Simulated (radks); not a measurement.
Results of a calculation; reference values are marked as such.
Q: F3+, 6 electrons, occupied as [He] 2s2 2p2. Code: a radial shooting solver on a logarithmic mesh with Libxc functionals. Model: scalar-relativistic Kohn-Sham, SOGGA, spin-polarised, spherical densities, point nucleus; open shells are filled with parallel spins first. Some entries of the table are withheld. Estimate them.

orbital,occ.,eigenvalue (eV),<1/r> (bohr^-1),<r^2> (bohr^2)
1s up,1,-739.3371,8.613,(1)
1s down,1,-736.9379,8.634,(2)
2s up,1,(3),1.674,0.8982
2s down,1,(4),1.635,0.9371
2p up,2,-74.8283,1.581,(5)
2p down,0,-68.6848,1.542,(6)

A: 
(1) 1s up <r^2> (bohr^2): 0.04210
(2) 1s down <r^2> (bohr^2): 0.04179
(3) 2s up eigenvalue (eV): -93.0107
(4) 2s down eigenvalue (eV): -87.2705
(5) 2p up <r^2> (bohr^2): 0.8294
(6) 2p down <r^2> (bohr^2): 0.8886
